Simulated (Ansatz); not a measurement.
Consider the hydrogenolysis of a C–Ga bond: `O/[C]([GaH2])=N/[SiH3]` + H₂ → `O/C=N/[SiH3]` + `[GaH3]`.

Gas-phase electronic energies from Ansatz, PBE0-D4/def2-TZVP geometries. CBS: MP2 limit from def2 TZ/QZ plus the TZ coupled-cluster correction, frozen cores. This one scheme is used for every species. Double bonds are as drawn, so ΔE can hold a change between cis and trans. DFT in def2-TZVPP. B3LYP here is the variant with VWN-RPA as its local correlation; programs differ in this. For Ga outer-core shells are correlated without core-valence functions, which leaves a few kJ/mol of doubt a bond. Scalar relativity is left out up to krypton. One conformer a species, not always the lowest.

```
             level  ΔE (kJ/mol)  difference from CCSD(T)/CBS
            PBE-D4         -6.8                          1.6
         r2SCAN-D4        -10.3                         -1.9
           ωB97M-V        -17.5                         -9.1
            B2PLYP        -24.1                        -15.7
               PBE        -16.4                         -8.0
            r2SCAN        -12.6                         -4.2
              PBE0        -23.1                        -14.7
             B3LYP        -33.5                        -25.1
SCS-MP2/def2-TZVPP        -17.8                         -9.4
   CCSD/def2-TZVPP        -21.4                        -13.0
CCSD(T)/def2-TZVPP        -12.3                         -3.9
    MP2/def2-QZVPP         -5.5                          2.9
SCS-MP2/def2-QZVPP        -16.4                         -8.0
      HF/CBS(def2)        -62.3                        -53.9
     MP2/CBS(def2)         -3.6                          4.8
    CCSD/CBS(def2)        -17.5                         -9.1
       CCSD(T)/CBS         -8.4                            0
```

Largest T1 diagnostic among the species: 0.015.

From PBE to PBE0 (25 % exact exchange), in def2-TZVPP and without D4, ΔE moves by −6.7 kJ/mol. The D4 term adds +15.7 kJ/mol with B3LYP and +8.4 kJ/mol with PBE0; it sums over pairs of atoms, weighted by their polarisabilities, and B3LYP, whose exchange is more repulsive, gets the larger term.
